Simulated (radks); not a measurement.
Charge is removed step by step from the 3p down level of S, starting from [Ne] 3s2 3p(up 3, down 1). All-electron calculation, non-relativistic Kohn-Sham, PBE, spin-polarised, spherical densities, point nucleus. Program: a radial shooting solver on a logarithmic mesh with Libxc functionals.

removed (e),E - E(0) (eV),eigenvalue (eV),E minus straight line (eV)
0,0.000,-5.991,0.000
0.1,0.640,-6.809,-0.385
0.2,1.362,-7.640,-0.687
0.3,2.168,-8.484,-0.905
0.4,3.059,-9.340,-1.039
0.5,4.037,-10.206,-1.086
0.6,5.101,-11.082,-1.046
0.7,6.253,-11.966,-0.919
0.8,7.494,-12.858,-0.702
0.9,8.825,-13.756,-0.396
1,10.246,-14.658,0.000

Removing the whole electron costs 10.246 eV by Delta-SCF, against 5.991 eV from minus the eigenvalue at the starting occupation. Slater's transition state (half an electron removed) gives 10.206 eV. Integrating minus the eigenvalue over the occupation (Janak's theorem) gives 10.246 eV. The mean slope of the eigenvalue, de/dn, is 8.67 eV per electron. Ionisation energy of S in the NIST Atomic Spectra Database: 10.360 eV (measured).
